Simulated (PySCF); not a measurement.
# Worked example: entropy of an ideal gas

Si(Me)2 anion (C2H6Si), SMILES C[Si]C (connectivity only; charge and spin as stated), charge -1, multiplicity 2.

Geometry optimised at B3LYP-D3(BJ)/def2-SVPD. The multiplicity is an assumed one; other spin states were not compared. The isomer is the one that the SMILES or the coordinates give; other isomers of the formula were not compared.

B3LYP-D3(BJ)/def2-SVPD (PySCF) gives the harmonic wavenumbers 133, 156, 217, 549, 563, 639, 652, 657, 809, 1174, 1186, 1409, 1411, 1417, 1422, 2924, 2925, 2966, 2975, 3029, 3031 cm⁻¹ and the rotational temperatures 0.7142, 0.3254, 0.2375 K. The molar mass is 58.16 g/mol, the symmetry number 2, the spin multiplicity 2.

Question: Work out the entropy at 298.15 K and 1 atm in the rigid-rotor, harmonic-oscillator model.

Answer: 
Translation (Sackur–Tetrode at 1 atm): S = R[1.5 ln M + 2.5 ln T − 1.16487] = 159.4 J/(mol K).
Rotation: q = (√π/σ) T^1.5/√(θA θB θC) = 19400, S = R[ln q + 3/2] = 94.6 J/(mol K).
Vibration: with u = 1.4388 ν/T, each mode gives R[u/(e^u − 1) − ln(1 − e^−u)]:
| ν (cm⁻¹) | modes | u | S (J/(mol K)) |
|---|---|---|---|
| 133 | 1 | 0.64 | 12.14 |
| 156 | 1 | 0.75 | 10.87 |
| 217 | 1 | 1.05 | 8.30 |
| 549 | 1 | 2.65 | 2.29 |
| 563 | 1 | 2.72 | 2.17 |
| 639 | 1 | 3.08 | 1.62 |
| 652 | 1 | 3.15 | 1.54 |
| 657 | 1 | 3.17 | 1.51 |
| 809 | 1 | 3.90 | 0.84 |
| 1174 | 1 | 5.67 | 0.19 |
| 1186 | 1 | 5.72 | 0.18 |
| 1409 | 1 | 6.80 | 0.07 |
| 1411 | 1 | 6.81 | 0.07 |
| 1417 | 1 | 6.84 | 0.07 |
| 1422 | 1 | 6.86 | 0.07 |
The stiffer modes add less than 0.005 each. Sum 41.9 J/(mol K).
Spin: R ln 2 = 5.8 J/(mol K).
Total 301.7 J/(mol K); the program's own thermochemistry gives 301.7. Translation makes up 53 % and vibration 14 %. Anharmonicity, hindered rotation and orbital degeneracy are left out.
